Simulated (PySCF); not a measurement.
# Electronic structure of S²⁺ (sulfur, charge +2) at the UHF level

Configuration: [Ne] 3s2 3p2, high-spin 3P determinant. Calculation: PySCF 2.14, in cc-pVDZ-DK; the spin-free X2C one-electron Hamiltonian (Gaussian nucleus).

| Quantity | Value |
| --- | --- |
| Total energy | -397.403624 hartree |
| One-electron energy | -536.6124 hartree |
| Hartree (Coulomb) energy | 163.7218 hartree |
| Exchange energy | -24.5130 hartree |
| ⟨S²⟩ | 2.0087 |
| ⟨L²⟩ | 2.025 |
| Sum of ⟨r⟩ | 10.53 bohr |
| Sum of ⟨r²⟩ | 15.26 bohr² |
| Traceless quadrupole moment −½Σ⟨3z² − r²⟩ along its main axis | 1.47 e·bohr² |
| Langevin diamagnetic susceptibility | -12.1 ×10⁻⁶ cm³/mol |
| Time after the integrals | 0.06 s of wall time on 1 thread of Neoverse-V1 (shared host) |

```csv
shell,electrons,mean orbital energy (hartree),spread (hartree),"rms radius, mean of both spins (bohr)"
1s α,1,-93.28422,0,0.112
1s β,1,-93.26095,0,0.112
2s α,1,-10.01488,0,0.515
2s β,1,-9.99026,0,0.515
2p α,3,-7.64910,0.02055,0.491
2p β,3,-7.60610,0.02776,0.491
3s α,1,-1.78778,0,1.72
3s β,1,-1.54355,0,1.72
3p α,2,-1.27381,0,1.92
```

Densities and radii are taken from the X2C orbitals without a picture-change correction, which distorts them close to the nucleus.
